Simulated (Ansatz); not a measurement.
Reaction (hydrogenolysis of the Si–F bond): `CO[SiH2]S[SiH2]F` + H₂ → `CO[SiH2]S[SiH3]` + H–F

Gas-phase electronic energies from Ansatz, PBE0-D4/def2-TZVP geometries. CCSD(T)/CBS is the MP2 limit (def2-TZVPP, def2-QZVPP) plus CCSD(T) − MP2 in def2-TZVPP, frozen cores. This one scheme is used for every species. DFT in def2-TZVPP. B3LYP here is the variant with VWN-RPA as its local correlation; programs differ in this. HSE06 is defined as in plane-wave codes. Each species was taken in one conformer, which may not be the lowest.

Task: Is it downhill or uphill in electronic energy at CCSD(T)/CBS, and by how much? (An estimate is asked.)

Result: Computed: Uphill: ΔE = +28.6 kcal/mol.

Task: What do these levels give: revPBE-D4, BLYP-D4, PBE0-D4, r2SCAN0-D4, BHLYP-D4, r2SCAN, B3LYP, HSE06, BHLYP, SCS-MP2/def2-TZVPP, CCSD/def2-TZVPP, HF/def2-QZVPP? (Estimate.)

Result: The calculation gave: revPBE-D4 27.6, BLYP-D4 30.3, PBE0-D4 27.0, r2SCAN0-D4 29.4, BHLYP-D4 29.9, r2SCAN 30.6, B3LYP 29.2, HSE06 26.7, BHLYP 29.4, SCS-MP2/def2-TZVPP 29.3, CCSD/def2-TZVPP 27.8, HF/def2-QZVPP 29.1 kcal/mol.

Task: What do rigid-rotor, harmonic-oscillator terms from PBE0-D4/def2-TZVP frequencies (298.15 K, 1 bar) make of the CCSD(T)/CBS value? (Best estimate.)

Result: The calculation gave: ΔZPE = +2.4 kcal/mol, ΔH = +30.6 kcal/mol, ΔS = 23 J/(mol·K), ΔG = +28.9 kcal/mol. Modes under 50 cm⁻¹ make the entropy rough.

Largest T1 diagnostic among the species: 0.012.

At CCSD(T), def2-SVP lies −2.8 kcal/mol from the extrapolated value and def2-TZVPP −0.4 kcal/mol. From r2SCAN to r2SCAN0 (25 % exact exchange), in def2-TZVPP and without D4, ΔE moves by −1.2 kcal/mol.
